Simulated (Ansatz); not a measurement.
Isolated molecules relaxed with PBE0-D4/def2-TZVP in Ansatz; ΔE leaves out vibrations. CCSD(T)/CBS is the MP2 limit (def2-TZVPP, def2-QZVPP) plus CCSD(T) − MP2 in def2-TZVPP, frozen cores. This one scheme is used for every species. Functionals use def2-TZVPP. B3LYP here is the variant with VWN-RPA as its local correlation; programs differ in this. Elements past krypton have def2 core potentials. For Sn outer-core shells are correlated without core-valence functions, which leaves a few kJ/mol of doubt a bond. Each species was taken in one conformer, which may not be the lowest.

Reaction (hydrogenolysis of the Sn–N bond): `C[SiH2][NH][SnH3]` + H₂ → `[SnH4]` + `C[SiH2]N`

Q: Is it downhill or uphill in electronic energy at CCSD(T)/CBS, and by how much? (An estimate is asked.)

A: Ansatz gave: Downhill: ΔE = -0.07 eV.

Q: What do these levels give: PBE-D4, r2SCAN-D4, PBE0-D4, B3LYP-D4, ωB97M-V, PBE0, B3LYP, MP2/def2-TZVPP, SCS-MP2/def2-TZVPP, HF/def2-QZVPP, MP2/def2-QZVPP, HF/CBS(def2)? (An estimate is asked.)

A: Ansatz gave: PBE-D4 -0.20, r2SCAN-D4 -0.18, PBE0-D4 -0.23, B3LYP-D4 -0.18, ωB97M-V -0.21, PBE0 -0.32, B3LYP -0.34, MP2/def2-TZVPP -0.06, SCS-MP2/def2-TZVPP -0.11, HF/def2-QZVPP -0.38, MP2/def2-QZVPP -0.01, HF/CBS(def2) -0.38 eV.

Largest T1 diagnostic among the species: 0.013.

In def2-TZVPP, CCSD(T) changes the Hartree–Fock value by +0.25 eV (the triples alone add +0.06 eV) and MP2 by +0.34 eV. The D4 term adds +0.16 eV with B3LYP and +0.09 eV with PBE0; it sums over pairs of atoms, weighted by their polarisabilities, and B3LYP, whose exchange is more repulsive, gets the larger term.
